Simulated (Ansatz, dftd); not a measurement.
Species: SiNH₄F, charge 0, singlet. SiNH4F (SMILES N[SiH2]F).
B3LYP-D3(BJ)/def2-TZVP minimum from Ansatz (a quantum-chemistry and plane-wave program):
```
Si
F 1 1.6111
N 1 1.6998 2 114.52
H 3 1.0072 1 122.12 2 -77.84
H 3 1.0072 4 111.77 1 -157.95
H 1 1.4740 2 105.80 3 -119.28
H 1 1.4740 6 114.12 2 115.90
```
Charge 0, spin multiplicity 1.

Quantity: atomisation energy (electronic, to ground-state atoms), in kJ/mol. Radicals and triplets start from unrestricted determinants; spin-orbit coupling is neglected. CBS(X,Y): correlation extrapolated as X^-3, Hartree-Fock from the larger set. A bracket is a step between two methods taken in the basis named. Functionals run without relativity, which enters their misses. Double hybrids freeze cores in their MP2 part. 'core' is core correlation in cc-pwCVTZ (1s frozen past Ne), 'X2C' scalar relativity in cc-pVTZ-DK, both at CCSD(T). Where a partner has so few electrons that a lower coupled-cluster level is exact, that level stands in.

Compared with CCSD(T)/CBS(cc-pV(T+d)Z,cc-pV(Q+d)Z) + [CCSDT(Q) - CCSD(T)]/cc-pV(D+d)Z + core + X2C (Ansatz): 2445.9 kJ/mol.

Question: Rank these levels by how close they come to it, closest first: PBE0/def2-TZVPD (Ansatz); r2SCANh-D4/def2-TZVPD (Ansatz + dftd4); B2GP-PLYP/def2-TZVPD (Ansatz); B2GP-PLYP-D4/def2-TZVPD (Ansatz + dftd4); PBE-D3(BJ)/def2-TZVPD (Ansatz + dftd3).

Answer: PBE-D3(BJ)/def2-TZVPD (2437.6 kJ/mol, difference -8.3), B2GP-PLYP-D4/def2-TZVPD (2400.0 kJ/mol, difference -45.9), r2SCANh-D4/def2-TZVPD (2398.2 kJ/mol, difference -47.7), B2GP-PLYP/def2-TZVPD (2396.3 kJ/mol, difference -49.6), PBE0/def2-TZVPD (2387.3 kJ/mol, difference -58.6)
